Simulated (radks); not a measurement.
Spherical jellium clusters: N electrons in a uniform positive sphere of charge N and radius rs N^(1/3), rs = 2.48 bohr. Method: non-relativistic Kohn-Sham, exchange-only LDA, spin-polarised, spherical densities; computed with a radial shooting solver with Libxc functionals. Levels are named by radial order and angular momentum (1s, 1p, 1d, 2s, ...), and open shells are averaged over m.

N = 30, configuration 1s2 1p6 1d10 2s2 1f(up 7, down 0) 2p(up 3, down 0). This is the lowest configuration that the search found. Occupied and some empty levels:

level    occupation  eigenvalue (eV)  <r> (bohr)
1s up             1          -9.5312       4.701
1s down           1          -8.4947       4.571
1p up             3          -7.9369       5.576
1p down           3          -6.8089       5.470
1d up             5          -5.9341       6.246
2s up             1          -4.9846       5.368
1d down           5          -4.7279       6.152
2s down           1          -3.8445       5.325
1f up             7          -3.6441       6.877
2p up             3          -2.6464       6.773
1f down           0          -2.3701       6.830
2p down           0          -1.4703       7.074
1g up             0          -1.1951       7.666
3s up             0         -0.78291       10.30
2d up             0         -0.71716       9.392
3s down           0        -0.096717       14.14

Energy (eV): total -2.41587, kinetic 123.22, external -3695.2, Hartree 1795.8, exchange-correlation -133.02, background 1906.9.

Electron density:

r (bohr)  n(r) (e/bohr^3)
0.257             0.01649
0.904             0.01653
1.55              0.01653
2.20              0.01638
2.85              0.01610
3.49              0.01589
4.14              0.01590
4.79              0.01596
5.43              0.01548
6.08              0.01384
6.73              0.01093
7.37             0.007455
8.02             0.004442
8.67             0.002430
9.31             0.001270
9.96            0.0006488
10.6            0.0003270
11.2            0.0001656
11.9           0.00008287
12.6           0.00004154
